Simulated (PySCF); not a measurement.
A geometry optimisation, step by step.

Compound: C2H5F3Si.
Numbering: `[CH3:1][SiH2:2][C:3]([F:4])([F:5])[F:6]` (hydrogens: H7, H8, H9 on C1; H10, H11 on Si2)

Method: PySCF 2.14.0, PBE0-D3(BJ)/def2-SVP geometry optimisation, gas phase; density fitting, grid level 1; the optimiser is geomeTRIC in internal coordinates, started from a GFN2-xTB structure with every atom displaced at random (about 0.01 Å). The frame can shift and turn from step to step; on so coarse a grid that alone can change the energy by a few meV, and forces under 0.02 eV/Å are noise.

Step 0: E = -18160.2140 eV, largest atomic force 1.806 eV/Å
```
atom  x, y, z in Å  |  force x, y, z in eV/Å
C1     -1.454    0.393    0.617   -0.502   0.519  -0.333
Si2    -0.142   -0.857    0.204    0.566   1.078   0.170
C3      1.407    0.206   -0.289    1.748   0.447  -0.062
F4      1.237    1.011   -1.349   -0.602  -0.107  -0.041
F5      2.494   -0.555   -0.613   -0.706   0.003   0.352
F6      1.832    1.030    0.712   -0.510  -0.556  -0.188
H7     -1.160    1.063    1.433    0.266  -0.051   0.155
H8     -1.670    1.060   -0.250    0.140  -0.399   0.216
H9     -2.404   -0.061    0.921   -0.147  -0.172  -0.014
H10     0.311   -1.652    1.356    0.004  -0.278   0.246
H11    -0.413   -1.664   -0.973   -0.257  -0.481  -0.502
```

Step 1: E = -18160.2972 eV, largest atomic force 0.599 eV/Å
```
atom  x, y, z in Å  |  force x, y, z in eV/Å
C1     -1.482    0.485    0.664    0.100   0.145   0.013
Si2    -0.133   -0.735    0.249    0.055  -0.051  -0.053
C3      1.489    0.140   -0.348   -0.529  -0.277   0.049
F4      1.252    0.869   -1.453    0.212   0.036   0.035
F5      2.392   -0.803   -0.663    0.178   0.211  -0.059
F6      2.040    0.951    0.563    0.075   0.043  -0.054
H7     -1.166    1.150    1.481    0.011   0.031   0.032
H8     -1.719    1.106   -0.211   -0.013   0.035  -0.052
H9     -2.401   -0.027    0.979   -0.042  -0.086   0.010
H10     0.272   -1.562    1.418   -0.026  -0.045   0.033
H11    -0.508   -1.601   -0.907   -0.019  -0.041   0.047
```

Step 2: E = -18160.3112 eV, largest atomic force 0.232 eV/Å
```
atom  x, y, z in Å  |  force x, y, z in eV/Å
C1     -1.470    0.489    0.659    0.038   0.093   0.000
Si2    -0.140   -0.755    0.247    0.024  -0.024  -0.019
C3      1.473    0.136   -0.346    0.121  -0.009  -0.151
F4      1.257    0.878   -1.446   -0.107  -0.010  -0.048
F5      2.419   -0.762   -0.664    0.000  -0.067  -0.007
F6      2.009    0.956    0.566   -0.070   0.064   0.212
H7     -1.146    1.155    1.473    0.003  -0.009  -0.007
H8     -1.704    1.109   -0.220    0.002  -0.009   0.005
H9     -2.392   -0.020    0.977    0.005  -0.014  -0.005
H10     0.255   -1.582    1.423   -0.007   0.002  -0.008
H11    -0.525   -1.630   -0.898   -0.011  -0.018   0.028
```

Step 3: E = -18160.3176 eV, largest atomic force 0.168 eV/Å
```
atom  x, y, z in Å  |  force x, y, z in eV/Å
C1     -1.452    0.495    0.652   -0.012   0.022   0.002
Si2    -0.141   -0.771    0.243   -0.011  -0.008   0.007
C3      1.461    0.133   -0.346    0.129  -0.029  -0.103
F4      1.236    0.879   -1.442   -0.042  -0.021   0.006
F5      2.430   -0.743   -0.661   -0.032   0.027   0.019
F6      1.964    0.958    0.586   -0.036   0.011   0.067
H7     -1.117    1.160    1.463    0.004  -0.019  -0.015
H8     -1.682    1.113   -0.230    0.007  -0.017   0.017
H9     -2.379   -0.005    0.975    0.010   0.027  -0.005
H10     0.250   -1.595    1.423   -0.002   0.013  -0.008
H11    -0.535   -1.654   -0.891   -0.015  -0.006   0.011
```

Step 4: E = -18160.3198 eV, largest atomic force 0.068 eV/Å
```
atom  x, y, z in Å  |  force x, y, z in eV/Å
C1     -1.437    0.503    0.646   -0.020  -0.031   0.004
Si2    -0.145   -0.784    0.240   -0.014   0.005   0.005
C3      1.454    0.126   -0.348    0.048  -0.043  -0.023
F4      1.220    0.872   -1.442    0.003  -0.012   0.003
F5      2.443   -0.728   -0.656   -0.030   0.042   0.014
F6      1.926    0.957    0.597    0.003   0.003  -0.005
H7     -1.085    1.166    1.451    0.009   0.001  -0.001
H8     -1.661    1.118   -0.238    0.004   0.004  -0.003
H9     -2.370    0.021    0.977   -0.001   0.022   0.001
H10     0.243   -1.602    1.425    0.005   0.006   0.005
H11    -0.553   -1.676   -0.882   -0.008   0.003  -0.001
```

Step 5: E = -18160.3202 eV, largest atomic force 0.026 eV/Å
```
atom  x, y, z in Å  |  force x, y, z in eV/Å
C1     -1.433    0.507    0.646   -0.011  -0.021   0.002
Si2    -0.148   -0.787    0.241   -0.005   0.003   0.004
C3      1.453    0.120   -0.350    0.005  -0.025   0.005
F4      1.218    0.862   -1.446    0.006  -0.002  -0.004
F5      2.445   -0.730   -0.653   -0.010   0.013   0.009
F6      1.919    0.956    0.594    0.005   0.002  -0.017
H7     -1.073    1.170    1.447    0.006   0.006   0.000
H8     -1.653    1.122   -0.240    0.004   0.005  -0.003
H9     -2.369    0.036    0.981   -0.001   0.011   0.002
H10     0.239   -1.601    1.428    0.004   0.003   0.004
H11    -0.563   -1.682   -0.877   -0.003   0.004  -0.002
```

Step 6: E = -18160.3204 eV, largest atomic force 0.058 eV/Å
```
atom  x, y, z in Å  |  force x, y, z in eV/Å
C1     -1.426    0.520    0.646    0.008   0.007   0.001
Si2    -0.155   -0.790    0.245    0.006  -0.003   0.002
C3      1.451    0.105   -0.355   -0.045   0.020   0.032
F4      1.218    0.835   -1.459    0.006   0.002  -0.012
F5      2.445   -0.745   -0.646    0.018  -0.030  -0.004
F6      1.913    0.951    0.582    0.004  -0.002  -0.018
H7     -1.052    1.182    1.441   -0.001   0.008  -0.001
H8     -1.639    1.133   -0.243    0.002   0.004  -0.002
H9     -2.369    0.067    0.988    0.000  -0.006   0.001
H10     0.232   -1.597    1.437   -0.001  -0.002   0.001
H11    -0.582   -1.688   -0.866    0.003   0.002   0.001
```

Step 7: E = -18160.3205 eV, largest atomic force 0.103 eV/Å
```
atom  x, y, z in Å  |  force x, y, z in eV/Å
C1     -1.417    0.540    0.646    0.025   0.035  -0.001
Si2    -0.166   -0.790    0.253    0.015  -0.007   0.000
C3      1.448    0.081   -0.362   -0.073   0.061   0.040
F4      1.221    0.794   -1.479    0.004   0.004  -0.010
F5      2.438   -0.776   -0.635    0.041  -0.065  -0.012
F6      1.912    0.943    0.562    0.000  -0.009  -0.016
H7     -1.026    1.202    1.433   -0.008   0.007  -0.002
H8     -1.620    1.150   -0.247   -0.002   0.000  -0.002
H9     -2.367    0.110    0.996    0.000  -0.018   0.000
H10     0.219   -1.589    1.452   -0.006  -0.006  -0.002
H11    -0.607   -1.693   -0.848    0.005  -0.002   0.005
```

Step 8: E = -18160.3205 eV, largest atomic force 0.095 eV/Å
```
atom  x, y, z in Å  |  force x, y, z in eV/Å
C1     -1.409    0.559    0.646    0.029   0.043  -0.003
Si2    -0.174   -0.788    0.261    0.015  -0.007  -0.001
C3      1.447    0.061   -0.367   -0.061   0.068   0.026
F4      1.226    0.759   -1.494    0.001   0.000  -0.003
F5      2.428   -0.811   -0.628    0.038  -0.063  -0.014
F6      1.920    0.932    0.543   -0.002  -0.011  -0.005
H7     -1.008    1.224    1.427   -0.009   0.004  -0.002
H8     -1.606    1.165   -0.251   -0.004  -0.004  -0.001
H9     -2.364    0.145    1.001   -0.001  -0.019  -0.001
H10     0.206   -1.580    1.465   -0.009  -0.006  -0.003
H11    -0.628   -1.694   -0.833    0.003  -0.005   0.007
```

Step 9: E = -18160.3208 eV, largest atomic force 0.049 eV/Å
```
atom  x, y, z in Å  |  force x, y, z in eV/Å
C1     -1.409    0.562    0.646    0.019   0.030  -0.002
Si2    -0.175   -0.786    0.262    0.008  -0.003   0.002
C3      1.447    0.059   -0.366   -0.027   0.040   0.007
F4      1.228    0.757   -1.495    0.003  -0.008   0.002
F5      2.425   -0.818   -0.627    0.012  -0.027  -0.008
F6      1.924    0.929    0.541    0.002  -0.012   0.001
H7     -1.010    1.228    1.427   -0.006   0.001   0.000
H8     -1.606    1.167   -0.252   -0.005  -0.005  -0.002
H9     -2.363    0.145    1.001    0.002  -0.009  -0.003
H10     0.204   -1.579    1.466   -0.008  -0.004  -0.002
H11    -0.629   -1.693   -0.831    0.001  -0.004   0.005
```

Step 10: E = -18160.3209 eV, largest atomic force 0.024 eV/Å
```
atom  x, y, z in Å  |  force x, y, z in eV/Å
C1     -1.408    0.562    0.646    0.002   0.009  -0.002
Si2    -0.173   -0.787    0.262   -0.003   0.008   0.006
C3      1.445    0.062   -0.366    0.019  -0.003  -0.012
F4      1.226    0.762   -1.492    0.004  -0.012   0.006
F5      2.425   -0.816   -0.629   -0.020   0.013   0.002
F6      1.923    0.930    0.543    0.007  -0.010   0.001
H7     -1.012    1.228    1.427   -0.001  -0.002   0.002
H8     -1.606    1.166   -0.253   -0.005  -0.006  -0.003
H9     -2.361    0.140    0.999    0.001   0.005  -0.003
H10     0.204   -1.581    1.465   -0.004   0.000   0.000
H11    -0.627   -1.693   -0.831   -0.001  -0.002   0.002
```

**Question.** Summarise the path.

**Answer.** The energy falls by 2.46 kcal/mol from step 0 to step 10; nine tenths of that is first reached at step 2. It falls at every step. The largest force goes from 1.806 to 0.024 eV/Å. Among the bonds Si2–H11 changes most, from 1.452 to 1.491 Å; the atoms move by 0.040 Å rms after alignment.

**Question.** Follow the three bonds and two angles with the largest change from start to end.

**Answer.** 
| step | E above end (kcal/mol) | largest force (eV/Å) | Si2–H11 (Å) | C3–F5 (Å) | Si2–H10 (Å) | Si2–C3–F4 (°) | C1–Si2–C3 (°) |
| --- | --- | --- | --- | --- | --- | --- | --- |
| 0 | 2.46 | 1.806 | 1.452 | 1.365 | 1.471 | 115.3 | 104.6 |
| 1 | 0.54 | 0.599 | 1.492 | 1.343 | 1.489 | 110.5 | 112.2 |
| 2 | 0.22 | 0.232 | 1.491 | 1.343 | 1.491 | 111.8 | 110.8 |
| 3 | 0.07 | 0.168 | 1.491 | 1.344 | 1.491 | 111.6 | 109.4 |
| 4 | 0.02 | 0.068 | 1.491 | 1.342 | 1.491 | 111.4 | 108.3 |
| 5 | 0.02 | 0.026 | 1.491 | 1.341 | 1.491 | 111.3 | 108.1 |
| 6 | 0.01 | 0.058 | 1.491 | 1.339 | 1.491 | 111.3 | 107.9 |
| 7 | 0.01 | 0.103 | 1.491 | 1.338 | 1.491 | 111.2 | 107.7 |
| 8 | 0.01 | 0.095 | 1.491 | 1.338 | 1.491 | 111.2 | 107.7 |
| 9 | 0.00 | 0.049 | 1.491 | 1.339 | 1.491 | 111.3 | 107.8 |
| 10 | 0.00 | 0.024 | 1.491 | 1.341 | 1.491 | 111.3 | 107.7 |

The cost below is that of the whole optimisation. On an Arm Neoverse V2 with one thread, no GPU, shared host with 96 logical CPUs at a one-minute load of 82, this took 50 s wall and 0.46 GiB of memory at its peak.
